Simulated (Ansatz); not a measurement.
Two members of one family (Series GeH3X), computed with Ansatz in the gas phase. The two geometries come from different levels. A negative affinity means that the extra electron isn't bound at that geometry and level; within about 0.2 eV of zero the sign isn't settled. Binding counts from free atoms in the multiplicity of their measured ground term, without zero-point energy. A dash marks a value that wasn't run or was left out as unsound. The structures are stationary points that may keep the symmetry of their start. Remarks come from the PBE and PBE0 runs and from stability tests at other levels; not every state was tested. A HOMO above zero means that the electron is unbound at that level and held by the basis, or that self-interaction error raises the level; the energy of removing that electron tells which. HOMO above LUMO (over both spins in singlets and doublets, within one spin in higher multiplets; at PBE or PBE0), or a gap under 0.15 eV within one spin, warns that the state may not be the lowest or that an electron is smeared out.

First: Ge(NCS)H3 (singlet, charge 0, PBE-D4/def2-SVP geometry).

```xyz
7

Ge    0.125   -0.584    0.998
N    -0.058    0.323   -0.584
C    -0.198    0.939   -1.611
S    -0.380    1.749   -2.966
H     0.379    0.471    2.100
H     1.326   -1.543    0.831
H    -1.195   -1.355    1.233
```

| level | HOMO (eV) | LUMO (eV) | gap (eV) | vertical EA (eV) | binding per atom (eV) |
| --- | --- | --- | --- | --- | --- |
| PBE-D4/def2-SVP | -5.96 | -1.00 | 4.96 | – | 3.72 |
| PBE-D4/def2-TZVPD | -6.14 | -1.32 | 4.82 | -0.63 | 3.70 |
| r2SCANh-D4/def2-TZVP | -6.78 | -0.72 | 6.06 | – | 3.55 |
| PBE0-D4/def2-TZVPD | -7.25 | -0.45 | 6.79 | -0.84 | 3.57 |
| r2SCAN0-D4/def2-TZVP | -7.40 | -0.23 | 7.17 | – | 3.48 |

Remarks: HOMO above zero (-1 doublet), gap within one spin near zero at PBE or PBE0 (-1 doublet).

Second: Ge(GeH3)H3 (singlet, charge 0, PBE0-D4/def2-TZVP geometry).

```xyz
8

Ge   -0.575    0.064    1.063
Ge    0.575   -0.063   -1.063
H     0.280    1.187   -1.906
H     0.112   -1.303   -1.846
H     2.093   -0.160   -0.844
H    -2.084    0.253    0.843
H    -0.046    1.249    1.886
H    -0.356   -1.228    1.867
```

Estimate how these quantities change from the first to the second (second minus first).


```
               level  Δ HOMO (eV)  Δ LUMO (eV)  Δ gap (eV)  Δ vertical EA (eV)  Δ binding per atom (eV)
     PBE-D4/def2-SVP        -1.13         0.83        1.96                   –                    -1.15
   PBE-D4/def2-TZVPD        -0.98         0.57        1.55               -0.29                    -1.12
r2SCANh-D4/def2-TZVP        -1.02         0.89        1.91                   –                    -0.91
  PBE0-D4/def2-TZVPD        -0.94         0.46        1.40               -0.27                    -0.99
r2SCAN0-D4/def2-TZVP        -0.98         0.82        1.80                   –                    -0.86
```

Remarks: HOMO above zero (-1 doublet).
